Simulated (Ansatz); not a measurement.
Basis sets compared for Hg10Te9F2. The state is a singlet with charge 0. Geometry PBE-D4/def2-SVP. Ansatz on 4 threads of AMD EPYC 7R13 on a shared host and a share (37 GiB) of an NVIDIA H100 80GB HBM3; times are rough, and most runs start from earlier orbitals.

```tsv
atom	x (Å)	y (Å)	z (Å)
F1	-1.483	2.419	1.830
F2	1.491	2.423	0.569
Hg3	-3.568	0.890	0.918
Hg4	-0.768	3.631	0.265
Hg5	-0.110	0.106	0.110
Hg6	-1.556	0.098	3.361
Hg7	1.348	2.576	-2.158
Hg8	3.042	1.174	1.394
Hg9	3.820	-2.168	0.470
Hg10	-2.579	-2.573	-1.762
Hg11	0.173	-1.186	-3.423
Hg12	0.043	-3.426	0.398
Te13	-4.235	0.501	3.519
Te14	0.250	5.031	-1.764
Te15	-2.228	0.993	-1.459
Te16	0.930	-0.756	2.561
Te17	2.255	-0.019	-2.108
Te18	5.344	-0.176	1.529
Te19	-2.589	-2.973	0.927
Te20	-1.980	-2.461	-4.416
Te21	2.400	-4.104	-0.760
```

In the def2 sets Hg, Te take a core potential; there is no spin–orbit coupling. Single mean-field runs in def2-SVP, def2-TZVP are fitted with def2-universal-jkfit.

Binding counts from free atoms (F doublet, Hg singlet, Te triplet) in the same basis, without a counterpoise term.

```
           level  functions  energy (Eh)  HOMO (eV)  LUMO (eV)  binding per atom (eV)  wall time
 PBE-D4/def2-SVP        582   -4147.4082      -5.14      -3.61                   1.48      5.5 s
PBE0-D4/def2-SVP        582   -4147.1575      -6.11      -3.00                   1.40        7 s
```

Problem. Estimate the rows for PBE-D4/def2-TZVP (with forces), PBE0-D4/def2-TZVP.

Solution. 
```json
{"level": "PBE-D4/def2-TZVP (with forces)", "functions": "942", "energy (Eh)": "-4147.8614", "HOMO (eV)": "-5.18", "LUMO (eV)": "-3.58", "binding per atom (eV)": "1.55", "wall time": "13 s"}
{"level": "PBE0-D4/def2-TZVP", "functions": "942", "energy (Eh)": "-4147.6055", "HOMO (eV)": "-6.10", "LUMO (eV)": "-2.93", "binding per atom (eV)": "1.49", "wall time": "23 s"}
```
